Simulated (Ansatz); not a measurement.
C2HN, SMILES `[CH]C#N` (excited singlet) (charge 0, multiplicity 1). This singlet is an excited state, 0.67 eV above the relaxed triplet at the level B3LYP/cc-pVTZ // PBE0-D3(BJ)/def2-TZVP (Ansatz, a quantum-chemistry and plane-wave program).

Cartesian coordinates (Å):
```xyz
4

C     -0.7727     0.4638     0.0050
C      0.5358     0.0631     0.0014
N      1.6925    -0.1305     0.0006
H     -1.4556    -0.3964    -0.0070
```
Charge 0, spin multiplicity 1.

Frozen-core energies in cc-pVTZ from Ansatz at a geometry from PBE0-D3(BJ)/def2-TZVP; the HF reference has <S^2> = 0.00 (restricted, and unstable towards unrestricted orbitals) and the T1 diagnostic is 0.022.

| level | energy (Ha) |
|---|---|
| HF | -130.66203 |
| MP2 | -131.12496 |
| CCSD | -131.14211 |
| CCSD(T) | -131.16910 |

### Question
Estimate the energies of CCSDT and CCSDT(Q), and give each level's difference from CCSDT(Q).

### Answer

```csv
level,energy (Ha),difference from CCSDT(Q) (mHa)
MP2,-131.12496,47.62
CCSD,-131.14211,30.47
CCSD(T),-131.16910,3.48
CCSDT,-131.16990,2.68
CCSDT(Q),-131.17258,0.00
```
